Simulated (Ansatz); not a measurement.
Basis sets compared for the cluster Ga2P3 (the lowest doublet isomer of a short search). Total charge 0; doublet. Geometry PBE-D4/def2-SVP. Ansatz on 4 threads of Arm Neoverse N1 on a shared host; times are rough, and most runs start from earlier orbitals.

Cartesian coordinates in Å:
```
Ga -0.420 1.416 1.770
Ga 0.455 -0.578 -2.184
P 1.169 0.334 0.090
P -0.057 -1.380 0.683
P -1.146 0.208 -0.358
```

The structure comes from a short search, and lower isomers may exist.

Binding counts from free atoms (Ga doublet, P quartet) in the same basis, without a counterpoise term.

```
              level  functions  energy (Eh)  HOMO (eV)  LUMO (eV)  binding per atom (eV)  wall time
    PBE-D4/def2-SVP        118   -4872.0018      -4.87      -4.37                   2.73      3.5 s
   PBE-D4/def2-TZVP        207   -4872.8543      -4.83      -4.31                   2.80      7.5 s
r2SCAN-D4/def2-TZVP        207   -4873.7771      -5.15      -4.26                   2.63       23 s
   PBE0-D4/def2-SVP        118   -4872.1454      -5.76      -3.75                   2.56      6.5 s
  PBE0-D4/def2-TZVP        207   -4872.9948      -5.69      -3.66                   2.64       19 s
```

(1) Estimate the rows for PBE-D4/def2-TZVPD, r2SCAN-D4/def2-TZVPD, PBE0-D4/def2-TZVPD.

Answers

(1) 
| level | functions | energy (Eh) | HOMO (eV) | LUMO (eV) | binding per atom (eV) | wall time |
| --- | --- | --- | --- | --- | --- | --- |
| PBE-D4/def2-TZVPD | 237 | -4872.8557 | -4.84 | -4.32 | 2.81 | 11 s |
| r2SCAN-D4/def2-TZVPD | 237 | -4873.7784 | -5.14 | -4.25 | 2.64 | 31 s |
| PBE0-D4/def2-TZVPD | 237 | -4872.9961 | -5.69 | -3.66 | 2.64 | 29 s |
